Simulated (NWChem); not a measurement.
CCl3, doublet; SMILES Cl[C](Cl)Cl

Program: NWChem. Pople sets run with spherical d functions. Spin-unrestricted. In the optimisation the excess spin sits in a (C3, its own frame). The geometry was optimised at PBE0/def2-SVP, spin-unrestricted. No stability test was run on the SCF state. Level PBE/6-31G*: single points from the atomic guess with DIIS by default; each run changes one setting, and all converged runs end within 0.3 mHa of each other. cgmin counts macro-iterations, each dearer than a DIIS step.

Which setting needs the most SCF iterations, or fails (quadratically convergent solver (cgmin); DIIS on 3 Fock matrices; defaults; no DIIS, 40 % damping; DIIS on 20 Fock matrices)?

no DIIS, 40 % damping, which doesn't converge.
```json
[
 {"setting": "defaults", "SCF iterations": "8"},
 {"setting": "DIIS on 3 Fock matrices", "SCF iterations": "8"},
 {"setting": "quadratically convergent solver (cgmin)", "SCF iterations": "6"},
 {"setting": "DIIS on 20 Fock matrices", "SCF iterations": "8"},
 {"setting": "no DIIS, 40 % damping", "SCF iterations": "not converged in 200"}
]
```
